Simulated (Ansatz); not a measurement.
`[F][GaH][I]` + H₂S → `[F][GaH][SH]` + HI at 400 K and 1 bar (ligand exchange at a Ga–I bond).

Calculated with Ansatz (gas phase, PBE0-D4/def2-TZVP geometries, no zero-point term in ΔE). CCSD(T)/CBS is the MP2 limit (def2-TZVPP, def2-QZVPP) plus CCSD(T) − MP2 in def2-TZVPP, frozen cores. This one scheme is used for every species. def2 core potentials past Kr. For Ga, I outer-core shells are correlated without core-valence functions, which leaves a few kJ/mol of doubt a bond. Scalar relativity is left out up to krypton. One conformer a species, not always the lowest.

```csv
species,CCSD(T)/CBS energy (Eh),H − E (kJ/mol),S (J/(mol·K))
`[F][GaH][I]`,-2321.86103,45.9,333.5
H₂S,-398.97279,53.4,215.9
`[F][GaH][SH]`,-2422.78377,71.1,325.5
HI,-298.03592,25.7,215.0
```

H − E and S are ideal-gas, rigid-rotor, harmonic terms from PBE0-D4/def2-TZVP, for one conformer and one mirror image of each species. 1 Eh = 2625.50 kJ/mol, R = 8.31446 J/(mol·K).

By hand: ΔE, ΔH, ΔS and ΔG.

ΔE = (-2422.78377) + (-298.03592) − (-2321.86103) − (-398.97279) = 0.01413 Eh = 37.1 kJ/mol. Δ(H − E) = 71.1 + 25.7 − 45.9 − 53.4 = -2.5, so ΔH = 34.6 kJ/mol. ΔS = 325.5 + 215.0 − 333.5 − 215.9 = -8.9 J/(mol·K). ΔG = 34.6 − 400 × (-8.9)/1000 = 38.2 kJ/mol.

By hand: the equilibrium constant, and the temperature at which ΔG would vanish if ΔH and ΔS stayed fixed.

log₁₀ K = −ΔG/(RT ln 10) = -5.0. ΔH and −TΔS have one sign here, so there is no such temperature.

The number of gas molecules stays the same, so ΔS is small and ΔH decides. A doubt of 5 kJ/mol in ΔE shifts log₁₀ K by 0.7 here. Other conformers and mirror images would add mixing entropy, several J/(mol·K) or more a flexible species. These are equilibria of isolated gas molecules and say nothing of rates. Largest T1 diagnostic: 0.014 (customary marks: 0.02 for closed shells, 0.045 for open ones).

ΔS is within the doubt of such terms, so its sign, and with it that verdict, could turn.
